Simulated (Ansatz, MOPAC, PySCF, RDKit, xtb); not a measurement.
Dimer: H2S (SMILES S) (first 3 atoms) with CH3I (SMILES CI); geometry from B3LYP-D3(BJ)/def2-TZVP, rigid monomers moved along the line of their centres of mass till H3···I5 is 2.74 Å.
(charge 0, multiplicity 1):
```xyz
8

S     -0.14422    -0.46619    -0.68131
H     -0.54897    -1.74027    -0.80641
H     -0.89930    -0.27559     0.41602
C      1.17467    -1.16791     2.64050
I     -0.89545    -0.77952     3.11107
H      1.39710    -2.17328     2.97867
H      1.27568    -1.07083     1.56491
H      1.76627    -0.42976     3.16941
```

Interaction energies are E(AB) − E(A) − E(B) at the monomers' geometry in the complex; basis-set methods are counterpoise corrected.

Correlated levels freeze the cores. Filled d and f shells under p-block atoms count as core. CBS(a, b) extrapolates the correlation energy as X⁻³ and adds the Hartree–Fock energy of set b. The state that AM1 reach isn't checked.

Codes used: Ansatz (a first-principles code); MOPAC for AM1 (differences of heats of formation); PySCF for the dispersion terms; RDKit for the force fields; xtb for the GFN methods. Values without a source in brackets are computed. In def2 rows elements past Kr take small-core potentials, without spin–orbit coupling.

| level | interaction energy (kcal/mol) |
|---|---|
| MMFF94 | 1.37 |
| AM1 | -0.33 |
| GFN1-xTB | -3.00 |
| PBE-D3(BJ)/def2-TZVPPD | -2.60 |
| PBE-D4/def2-TZVPPD | -2.56 |
| PBE0-D3(BJ)/def2-TZVPPD | -2.33 |
| PBE0-D4/def2-TZVPPD | -2.17 |
| wB97X-V/def2-TZVPPD | -1.24 |
| CCSD(T)/CBS(def2-SVPD, def2-TZVPPD) | [?] |

Problem. What belongs in the gaps?

Solution. 
- CCSD(T)/CBS(def2-SVPD, def2-TZVPPD), interaction energy (kcal/mol): -0.96
